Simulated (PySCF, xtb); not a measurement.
GeH5, SMILES [GeH5-], charge -1.

GFN2-xTB (xtb) at its own geometry gives an orbital gap of 7.42 eV.

Geometry: B3LYP-D3(BJ)/def2-TZVPD.

What does PBE/def2-TZVPD (PySCF) give? (The exact figures need the calculation; the answer reports its results.)

gap 2.47 eV (levels 1.18 and 3.65 eV).
